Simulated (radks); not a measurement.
The numbers below are computed, except where a source is named.
Initial-state core-level shifts of the silicon ion Si+ when its valence configuration changes from [Ne] 3s2 3p1. Code: a radial shooting solver on a logarithmic mesh with Libxc functionals. Model: scalar-relativistic Kohn-Sham, r2SCAN, spin-polarised, spherical densities, finite nucleus; open shells are filled with parallel spins first; meta-GGA in the generalised Kohn-Sham scheme; Fermi nuclear charge, rms radius 3.1224 fm. Shifts are changes of the shell-averaged eigenvalues in eV (positive: less bound); the change of the density at the nucleus, which sets a Mossbauer isomer shift, is in e/bohr^3, on a base of 1912.

| valence | 1s | 2s | 2p | density at nucleus |
|---|---|---|---|---|
| 3p3 | -2.623 | -2.591 | -2.553 | -10.4623 |
| 3s0.5 3p2.5 | -1.762 | -1.769 | -1.735 | -7.7938 |
| 3s1.5 3p1.5 | -0.590 | -0.593 | -0.584 | -2.5747 |
| 3s1 3p2 | -0.900 | -0.944 | -0.913 | -5.1039 |
